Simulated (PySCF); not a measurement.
C₃H₈ClFSi, SMILES F[Si@@H](CCC)Cl. Coordinates come from a PBE-D3(BJ)/def2-SVP optimisation. The structure was generated by enumeration; whether it is a known compound was not checked. One conformer was computed; it need not be the lowest.

**Question.** Give the equilibrium geometry at PBE-D3(BJ)/def2-SVP (PySCF confirms it by a frequency run) as a Z-matrix. (An estimate is asked for; the answer gives what the named calculation found.)

**Answer.** One answer among several that fit: 
```
C
H 1 1.1127
H 1 1.1132 2 105.76
C 1 1.5389 2 110.91 3 -120.35
H 4 1.1115 1 109.08 2 -63.80
H 4 1.1128 5 105.61 1 117.61
C 4 1.5297 5 109.78 6 117.92
H 7 1.1087 4 111.54 5 -57.81
H 7 1.1098 8 107.68 4 -122.20
H 7 1.1100 8 107.69 9 -115.48
Si 1 1.8684 2 107.53 3 114.82
F 11 1.6388 1 108.90 2 64.49
H 11 1.4966 12 107.05 1 -124.10
Cl 11 2.0748 13 108.51 12 116.15
```
